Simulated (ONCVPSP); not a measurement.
Sc: one change to an ONCV potential, before and after

| Property | Result |
| --- | --- |
| Element | Sc (Z = 21) |
| Generator | ONCVPSP 4.0.1 |
| Type | optimised norm-conserving Vanderbilt (ONCV) |
| Functional | PBE |
| Relativity | scalar-relativistic |
| Frozen core | [Ne] |
| Valence charge | 11 |
| Reference configuration | 3s2 3p6 3d1 4s2 |
| Partial waves | 3s+4s: rc 1.50 bohr, ncon 4, nbas 8, qcut 10.5 1/bohr, 2 projectors; 3p: rc 1.15 bohr, ncon 4, nbas 7, qcut 5.8 1/bohr, 2 projectors, debl 2.3 Ha; 3d: rc 2.10 bohr, ncon 3, nbas 8, qcut 6 1/bohr, 2 projectors, debl 1.9 Ha; f scattering state at 0.03 Ha: rc 2.30 bohr, ncon 4, nbas 8, qcut 4.7 1/bohr, 2 projectors, debl 2.9 Ha |
| Local potential | polynomial inside 0.95 bohr (lpopt 5, dvloc0 4 Ha) |
| Core correction | polynomial model core, fcfact 0.55 |

Change: functional LDA (Perdew-Zunger).

Cutoffs: the cutoffs (Ha) at which the residual kinetic energy of the hardest occupied pseudo-wave falls to 1 and 0.1 mHa per electron; they do not see the model core or the augmentation charge, which bear on the density cutoff. Errors are all-electron minus pseudo energies relative to the spin-unpolarised reference configuration.

Problem. Predict the effect on cutoff, ghosts and configuration errors.

Solution. The potential gets neither clearly harder nor softer (30 Ha and 93 Ha → 29 Ha and 90 Ha); the number of tests with a reliable result goes from 3 to 4; of the 3 tests that both files solve, the error grows in 0 and shrinks in 1 by more than 15 % and 0.3 meV (median size 1.5 → 0.5 meV); neither file shows a bound ghost.

```csv
quantity,base,changed
"cutoff, loose",30 Ha,29 Ha
"cutoff, tight",93 Ha,90 Ha
loose cutoff by channel,"s 30 Ha, p 18 Ha, d 16 Ha","s 29 Ha, p 17 Ha, d 16 Ha"
bound ghosts,none,none
GHOST(+) flags under 300 eV,none,none
tests with a reliable result,3 of 4,4 of 4
"error for 3s2 3p6 3d1 4s1, meV [ΔE 6.90 → 7.07 eV]",-0.1,-0.1
"error for 3s2 3p6 3d1 4s0, meV [ΔE 19.66 → 20.03 eV]",-1.5,-0.5
"error for 3s2 3p6 3d1.5 4s1.5, meV [ΔE 0.68 → 0.65 eV]",+15,+14
s: phases at 1.52 bohr within 0.05 rad from the reference energy up to (Ha; the scan ends near 5),to the end of the scan,to the end of the scan
p: phases at 1.16 bohr within 0.05 rad from the reference energy up to (Ha; the scan ends near 5),to the end of the scan,to the end of the scan
d: phases at 2.13 bohr within 0.05 rad from the reference energy up to (Ha; the scan ends near 5),to the end of the scan,to the end of the scan
f: phases at 2.33 bohr within 0.05 rad from the reference energy up to (Ha; the scan ends near 5),4.2,4.2
"rms error of d²Exc/dni dnj with the model core, mHa",0.76,0.67
```
